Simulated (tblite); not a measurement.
Species: C₇H₇ClN (doublet state).
Cartesian coordinates in Å at the GFN2-xTB level; atoms count from 1:
```
atom  x, y, z in Å
C1    -2.798   -1.426   -0.903
C2    -2.042   -0.574   -0.215
C3    -0.657   -0.316   -0.523
C4     0.100    0.548    0.157
C5     1.573    0.751   -0.115
C6     1.915    2.154   -0.027
N7     2.158    3.268    0.051
C8     2.278   -0.028    0.943
Cl9    2.603   -1.667    0.682
H10   -3.830   -1.602   -0.654
H11   -2.406   -1.978   -1.742
H12   -2.456   -0.029    0.623
H13   -0.241   -0.862   -1.360
H14   -0.296    1.094    1.002
H15    1.836    0.379   -1.110
H16    2.256    0.298    1.968
```

Computed geometry: GFN2-xTB, gas phase. This method treats the open shell by occupation alone, without spin polarisation.

Take the most abundant isotopes and a rigid rotor. The values belong to one conformer with, in the numbering `[CH2:1]=[CH:2]/[CH:3]=[CH:4]/[C@@H:5]([C:6]#[N:7])[CH:8][Cl:9]`, C1–C2–C3–C4 179°, C3–C4–C5–C6 140°, C4–C5–C8–Cl9 87°.

**Question.** What are A, B and C (cm⁻¹)?

**Answer.** Ia = 342.10, Ib = 597.92, Ic = 903.26 u·Å²; 505379 MHz·u·Å²/I gives 1477, 845.2 and 559.5 MHz, that is A = 0.04928, B = 0.02819, C = 0.01866 cm⁻¹.

**Question.** Classify the top.

**Answer.** An asymmetric top; Ray's κ = -0.377.

**Question.** What does the inertial defect say?

**Answer.** Not planar: Δ = Ic − Ia − Ib = -36.77 u·Å². For a rigid frame Δ = −2 Σ m c², so Σ m c² = 18.38 u·Å² lies off the ab plane: 10.43 from hydrogen and 7.95 from heavier atoms. The atom farthest from that plane is 1.47 Å away.

**Question.** Give the other two planar moments, Paa and Pbb, and the rms extents of the mass along the axes.

**Answer.** Paa = Σ m a² = (Ib + Ic − Ia)/2 = 579.54 and Pbb = Σ m b² = (Ia + Ic − Ib)/2 = 323.72 u·Å². With the mass M = 140.03 u, the rms extents √(P/M) along a, b and c are 2.03, 1.52, 0.36 Å.

**Question.** List the rotational levels J(Ka,Kc) to J = 3 (cm⁻¹).

**Answer.** Above 0(0,0):
J = 1: 1(0,1) 0.0469, 1(1,1) 0.0679, 1(1,0) 0.0775
J = 2: 2(0,2) 0.1380, 2(1,2) 0.1521, 2(1,1) 0.1807, 2(2,1) 0.2440, 2(2,0) 0.2465
J = 3: 3(0,3) 0.2693, 3(1,3) 0.2770, 3(1,2) 0.3337, 3(2,2) 0.3845, 3(2,1) 0.3964, 3(3,1) 0.5152, 3(3,0) 0.5157

**Question.** Estimate the classical rotational partition function at 10 K, 200 K and 298.15 K.

**Answer.** Point group C1, symmetry number σ = 1; q = (√π/σ)·√((kT/h)³/(ABC)), k/h = 20836.6 MHz/K: 6380 at 10 K, 570000 at 200 K, 1040000 at 298.15 K.

For this open shell read J as N, the rotation without spin; fine and hyperfine splittings come on top. Its GFN2-xTB frequencies are all real (lowest 29 cm⁻¹). No vibrational averaging or centrifugal distortion is included, and the geometry carries the error of its method.
